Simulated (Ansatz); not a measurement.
C4H7F, SMILES CC1(F)CC1.

Geometry optimised at PBE-D3(BJ)/def2-SVP.

Two levels are set side by side: PBE/def2-SVPD (Ansatz, a program for electronic structure) and CAM-B3LYP/def2-SVPD (Ansatz). Energy differences of separate SCF runs at the same geometry; the states with an electron removed or added have multiplicity 2 and 2. Differences are taken from unrounded values.

| quantity | CAM-B3LYP |
|---|---|
| vertical ionisation energy (eV) | 10.31 |
| vertical singlet–triplet gap (eV) | 7.69 |

**Question.** What does PBE give, and how far is it from CAM-B3LYP? (The exact figures need the calculation; the answer reports its results.)

**Answer.** 
```
quantity                            PBE  PBE minus CAM-B3LYP
---------------------------------  ----  -------------------
vertical ionisation energy (eV)    9.86                -0.45
vertical singlet–triplet gap (eV)  6.90                -0.78
```
